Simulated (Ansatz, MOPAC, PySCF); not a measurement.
Pair of molecules: AlH3O2 (SMILES [OH][AlH][OH]) (first 6 atoms) with H2O (SMILES O); geometry from B3LYP-D3(BJ)/def2-TZVP, rigid monomers moved along the line of their centres of mass till H4···O7 is 1.71 Å.
(charge 0, multiplicity 1):
```tsv
atom	x (Å)	y (Å)	z (Å)
O	-0.0510	0.6031	1.5222
Al	-0.0354	-0.5132	0.2543
O	-0.0633	0.0648	-1.3427
H	-0.0383	0.3835	2.4648
H	0.0045	-2.0681	0.4449
H	-0.0878	0.9995	-1.5534
O	-0.0199	0.0998	4.1508
H	0.7492	0.5048	4.5662
H	-0.7876	0.4957	4.5776
```

Interaction energies are E(AB) − E(A) − E(B) at the monomers' geometry in the complex; basis-set methods are counterpoise corrected. Rows marked so take none.

Rows in 3-21G, STO-3G carry no dispersion term and start afresh at each structure. The state that PM6 reach isn't checked.

The values were computed with Ansatz (Gaussian orbitals); MOPAC for PM6 (differences of heats of formation); PySCF for 3-21G rows, STO-3G rows. 

One of these levels gives -12.5 kJ/mol for the interaction energy. Name it.
(A) HF/3-21G (no counterpoise)
(B) HF/STO-3G (no counterpoise)
(C) HF/aug-cc-pV(D+d)Z
(D) PM6

D, PM6. The others give -18.9 (HF/STO-3G (no counterpoise)), -49.3 (HF/3-21G (no counterpoise)), -7.8 (HF/aug-cc-pV(D+d)Z)

Ansatz is a first-principles code.
